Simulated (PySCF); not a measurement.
Species: C4H6Cl2Si.
Cartesian coordinates in Å at the GFN2-xTB level; atoms count from 1:
```
atom  x, y, z in Å
Cl1   -2.0244    1.1682    1.5636
C2    -2.2061   -0.0973    0.3160
Si3   -0.7909    0.0772   -0.9603
C4     0.7959   -0.0773   -0.0005
C5     1.5237    0.0824    1.0823
C6     2.2621   -0.3565   -0.1110
Cl7    3.2942    0.8187   -0.9728
H8    -2.1972   -1.0514    0.8384
H9    -3.1886    0.0418   -0.1282
H10   -0.8919   -1.0274   -1.9184
H11   -0.8632    1.3943   -1.5895
H12    1.6140    0.3780    2.0985
H13    2.6681   -1.3502   -0.2359
```

Method used: TDDFT CAM-B3LYP/def2-SVPD, vertical, gas phase, core orbitals frozen in the response (PySCF).

Transition dipole moments from the ground state, in atomic units and in the frame of the coordinates above (overall signs are arbitrary), for the states with f of 0.002 or more among the lowest 8:

| state | E (eV) | μx | μy | μz |
| --- | --- | --- | --- | --- |
| S2 | 6.269 | 0.811 | 0.005 | 0.474 |
| S3 | 6.489 | -0.247 | 0.035 | -0.041 |
| S4 | 6.765 | 0.177 | -0.055 | -0.362 |
| S5 | 7.047 | -0.033 | 0.037 | 0.105 |
| S6 | 7.083 | 0.120 | 0.008 | 0.035 |
| S8 | 7.515 | 0.031 | 0.173 | -0.035 |

(1) What oscillator strength does each state have?

(2) Which bond between heavy atoms lies closest to the direction of the S2 transition dipole?

(3) What angle do the transition dipoles of S2 and S4 make?

(4) What peak molar absorption coefficient would the strongest computed level give as a lone Gaussian band 0.4 eV wide at half height?

Results:

(1) f = (2/3) ΔE |μ|² with ΔE in hartree (27.2114 eV).

| state | \|μ\|² (au) | \|μ\| (D) | f |
| --- | --- | --- | --- |
| S2 | 0.882 | 2.39 | 0.136 |
| S3 | 0.064 | 0.64 | 0.010 |
| S4 | 0.166 | 1.03 | 0.027 |
| S5 | 0.013 | 0.29 | 0.002 |
| S6 | 0.016 | 0.32 | 0.003 |
| S8 | 0.032 | 0.46 | 0.006 |

(2) Si3–C4, at 5° from it; next C4–C5 at 27°.

(3) |cos θ| = |μa·μb| / (|μa| |μb|) = 0.07, so θ ≈ 86° (taken between 0 and 90°, since the signs are arbitrary).

(4) ε(max) = 2.175×10⁸ f / FWHM, with the width in cm⁻¹. S2: 2.175×10⁸ × 0.1355 / 3226 ≈ 9100 L mol⁻¹ cm⁻¹.

On one thread, Arm Neoverse N1 (aarch64), shared host with 64 logical CPUs at a one-minute load of 60, this took 80 s and 0.93 GiB of memory at its peak.

One conformer stands for the species.
